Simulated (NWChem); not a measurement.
# Basis-set convergence for HFPbS

```xyz
4

Pb    -0.3688    -0.1995     0.0000
F      1.0876    -1.6690     0.0000
S      1.2631     1.7937     0.0000
H      0.2398     2.6843     0.0000
```
Charge 0, spin multiplicity 1.

Everything below was run with NWChem. The geometry was optimised at B3LYP/def2-SVP with def2 effective core potentials on Pb, a minimum by its harmonic frequencies. It is one conformer; others weren't searched.

Quantity: first vertical ionisation energy at the level G0W0@PBE0.

Effective core potentials replace the inner electrons of Pb; spin-orbit coupling is left out. GW and range-separated runs recompute their integrals, the others keep them in memory, which bears on the times. The structure started from a generated list of species.

Costs are rough ratios of processor time within this set of runs, SCF included, with def2-SVP as 1.

Task: In def2-QZVP the value is 9.25 eV. Among def2-SVP, def2-SVPD, def2-TZVP, def2-TZVPP, def2-TZVPD, which is the smallest basis within 0.05 eV of it?

Result: No smaller set comes that close. def2-QZVP isn't the basis-set limit itself, and a small set can land close by cancellation.

```
basis       functions  first vertical ionisation energy (eV)  relative cost
----------  ---------  -------------------------------------  -------------
def2-SVP           63                                   8.44              1
def2-SVPD          90                                   8.71        under 3
def2-TZVP         124                                   9.01              5
def2-TZVPP        137                                   9.05              5
def2-TZVPD        151                                   9.03              7
def2-QZVP         239                                   9.25             40
```
